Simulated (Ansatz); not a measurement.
Cost and result for the atomization energy of C$_{8}$H$_{8}$O$_{2}$, SMILES `COC(=O)c1ccccc1` (18 atoms, 18 bonds).

```xyz
18

C    -3.2131    1.0955   -0.4702
O    -1.8694    0.9245   -0.0372
C    -1.2172   -0.1008   -0.6005
O    -1.7203   -0.8318   -1.4147
C     0.1765   -0.2259   -0.1095
C     0.9570   -1.2543   -0.6279
C     2.2639   -1.4141   -0.2030
C     2.7963   -0.5472    0.7417
C     2.0202    0.4794    1.2607
C     0.7116    0.6425    0.8374
H    -3.2510    1.2727   -1.5461
H    -3.5927    1.9589    0.0717
H    -3.8065    0.2093   -0.2404
H     0.5176   -1.9166   -1.3638
H     2.8705   -2.2156   -0.6081
H     3.8204   -0.6723    1.0749
H     2.4369    1.1554    1.9982
H     0.0994    1.4405    1.2366
```

The species carries charge 0 and has multiplicity 1. All single points use the PBE0-D4/def2-TZVP geometry. It is one conformer, not always the lowest. Program: Ansatz. All runs use 2 threads of an AMD EPYC 7R13 on a shared host and a share of an NVIDIA H100 80 GB. Times are those of one run each, without the atoms' runs, and a repeat can differ threefold. Electronic energies, without spin–orbit coupling; frozen cores. CCSD(T)/CBS adds CCSD(T) − MP2 in def2-TZVPP to the MP2 limit, and its time is that of the two runs behind it. T1 = 0.013; the RHF reference is unstable towards UHF. HSE06 is the plane-wave form, built on full-range PBE exchange.

CCSD(T)/CBS is a level of theory with its own doubt, some kJ/mol a heavy atom from the limit and from the frozen cores, so smaller differences don't rank the functionals.

```
                             level  functions  atomization (kJ/mol)  difference from CCSD(T)/CBS  per bond
                BLYP-D4/def2-TZVPP        422                8584.1                         71.2       4.0
               PBE-QIDH/def2-TZVPP        422                8561.7                         48.8       2.7
                CCSD(T)/def2-TZVPP        422                8305.8                       -207.1     -11.5
r2SCAN-D4/def2-TZVPP (with forces)        422                8610.9                         98.0       5.4
             r2SCANh-D4/def2-TZVPP        422                8542.7                         29.8       1.7
               BHLYP-D4/def2-TZVPP        422                8236.7                       -276.2     -15.3
                 CCSD(T)/CBS(def2)          –                8512.9                          0.0       0.0
                 B2PLYP/def2-TZVPP        422                8476.6                        -36.3      -2.0
            LDA (SPW92)/def2-TZVPP        422                9965.0                       1452.1      80.7
              revPBE-D4/def2-TZVPP        422                8638.3                        125.4       7.0
               HSE06-D4/def2-TZVPP        422                8675.3                        162.4       9.0
                  CCSD(T)/def2-SVP        180                8208.5                       -304.4     -16.9
                    MP2/def2-QZVPP        810                8693.9                        181.0      10.1
```

(1) Order the runs by time, with rough figures. (An estimate is asked.)

Results:

(1) The calculation gave: BLYP-D4/def2-TZVPP 2.4 s; revPBE-D4/def2-TZVPP 2.4 s; LDA (SPW92)/def2-TZVPP 3 s; r2SCAN-D4/def2-TZVPP (with forces) 3.4 s; BHLYP-D4/def2-TZVPP 4.2 s; HSE06-D4/def2-TZVPP 4.3 s; r2SCANh-D4/def2-TZVPP 4.4 s; B2PLYP/def2-TZVPP 6.5 s; CCSD(T)/def2-SVP 6.5 s; PBE-QIDH/def2-TZVPP 7 s; MP2/def2-QZVPP 9.5 s; CCSD(T)/def2-TZVPP 58 s; CCSD(T)/CBS(def2) 68 s.

From BLYP to BHLYP (50 % exact exchange), in def2-TZVPP and without D4, the atomization energy moves by −295.3 kJ/mol: exact exchange takes away binding that semilocal exchange gives to molecules. Leaving LDA and LC-ωPBE aside and taking each functional with its dispersion term where it has one, the values, not all of them listed here, spread over 643.3 kJ/mol, from BHLYP-D4 to PBE-D4. LDA lies +1133.1 kJ/mol from PBE without D4, its usual overbinding. At CCSD(T), def2-SVP lies −304.4 kJ/mol from the extrapolated value and def2-TZVPP −207.1 kJ/mol: correlation converges slowly with the basis, and small sets miss more of it in the bonded molecule than in its fragments.
